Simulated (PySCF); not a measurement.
## C₆ coefficients of unlike pairs at PBE0

Calculated with PySCF 2.14 from the dipole response of each species, C₆(A,B) = (3/π) ∫ α_A(iu) α_B(iu) du, in atomic units, from isotropic polarisabilities. For ions this is the dispersion term alone; charge-induced terms of lower order in 1/R come first.

| species | configuration | basis | relativity | α (bohr³) | C₆ (like pair) |
| --- | --- | --- | --- | --- | --- |
| F³⁺ | [He] 2s2 2p2 (3P) | aug-cc-pVTZ (5s4p3d2f) | none | 0.9431 | 0.8513 |
| I²⁺ | [Kr] 4d10 5s2 5p3 (4S) | aug-cc-pVTZ-PP with ECP28MDF (6s5p4d2f) | core potential | 13.73 | 92.01 |
| Si⁺ | [Ne] 3s2 3p1 (2P) | aug-cc-pV(T+d)Z with one added diffuse shell each of s, p, d, f type (7s6p5d3f) | none | 19.15 | 101.7 |
| He | 1s2 (1S) | x2c-TZVPPall with one added diffuse shell each of s, p type (4s3p1d) | spin-free X2C | 1.477 | 1.608 |

Estimate C₆ for Si⁺ with F³⁺.

The integral gives 7.706. The combination rule 2 C_A C_B / (C_A α_B/α_A + C_B α_A/α_B) gives 7.763 and the geometric mean 9.303.

No spin-orbit coupling is included.

The other pairs:

| pair | C₆ |
| --- | --- |
| He, F³⁺ | 1.146 |
| He, Si⁺ | 11.48 |
| I²⁺, F³⁺ | 8.296 |
| Si⁺, I²⁺ | 93.02 |
| He, I²⁺ | 11.95 |
